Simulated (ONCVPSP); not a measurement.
## Pseudopotential generation for Ge (Z = 32): ONCV, PBEsol, fully relativistic.

| Quantity | Value |
| --- | --- |
| Element | germanium (Ge) |
| Generator | ONCVPSP 4.0.1 |
| Type | optimised norm-conserving Vanderbilt (ONCV) |
| Functional | PBEsol |
| Relativity | fully relativistic |
| Frozen core | [Ne] |
| Valence charge | 22 |
| Reference configuration | 3s2 3p6 3d10 4s1.5 4p2.5 |
| Partial waves | 3s+4s: rc 1.24 bohr, ncon 5, nbas 9, qcut 12.2 1/bohr, 2 projectors; 3p+4p: rc 1.18 bohr, ncon 4, nbas 7, qcut 18.4 1/bohr, 2 projectors; 3d: rc 0.82 bohr, ncon 5, nbas 9, qcut 14.6 1/bohr, 2 projectors, debl 3.5 Ha |
| Local potential | polynomial inside 0.50 bohr (lpopt 5, dvloc0 0 Ha) |
| Core correction | Teter function, fcfact 4, rcfact 1.2 |

Open shells are filled in proportion to 2j + 1.

What the tests gave:

```
Cutoffs needed             : 379 Ha and 449 Ha (the cutoffs (Ha) at which the residual kinetic energy of the hardest occupied pseudo-wave falls to 1 and 0.1 mHa per electron)
Ghost test                 : no bound ghost flagged; GHOST(+) flagged for s at 368.6 eV
Largest excitation error   : +1.4 meV (all-electron minus pseudo) for 3s2 3p6 3d10 4s2 4p0, out of 4 test configurations
rms error of d²Exc/dni dnj : 8.30 mHa without and 6.89 mHa with the model core
```

Generation and tests took about 11 s on one core of a shared server CPU.
